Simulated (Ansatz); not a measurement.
The same path of AlFH$_{4}$N$_{2}$ (8 atoms, charge 0, multiplicity 1) was run twice with different band settings. The coordinate that changes most is the dihedral H6–N1–Al2–F4.

Theory: RKS PBE0/def2-SVP in Ansatz.

Relaxed end points:

```xyz
8
Properties=species:S:1:pos:R:3
N -0.656 1.404 -0.274
Al -0.189 -0.290 -0.424
N 0.890 -1.122 0.696
F -0.808 -1.160 -1.704
H -1.281 1.876 -0.916
H -0.353 2.044 0.450
H 1.332 -0.715 1.511
H 1.157 -2.094 0.605
```

```xyz
8
Properties=species:S:1:pos:R:3
N -0.655 1.405 -0.275
Al -0.188 -0.289 -0.424
N 0.887 -1.124 0.698
F -0.802 -1.158 -1.708
H -0.356 2.043 0.452
H -1.272 1.880 -0.923
H 1.326 -0.717 1.515
H 1.152 -2.097 0.608
```

Common settings: movable images 5; climbing image yes; spring 5.0 eV/Å²; optimiser quadratic models (default); start path IDPP; iteration limit 60; end points relaxed.

| run | force threshold |
| --- | --- |
| 1 | 0.05 eV/Å |
| 2 | 0.2 eV/Å |

Question: What does each run give, and how far can it be trusted?

Answer: Run 1: converged after 6 iterations, highest image 0.196 eV above the first end. A vibrational analysis at the climbing image gives one clearly imaginary mode, 259i cm⁻¹: a first-order saddle point.
Run 2: converged after 4 iterations, highest image 0.198 eV above the first end. The threshold of 0.2 eV/Å is loose, so the images may lie well off the minimum-energy path. Another band between the same ends (5 images) ends at a top of the same energy, where a vibrational analysis finds 1 clearly imaginary mode.
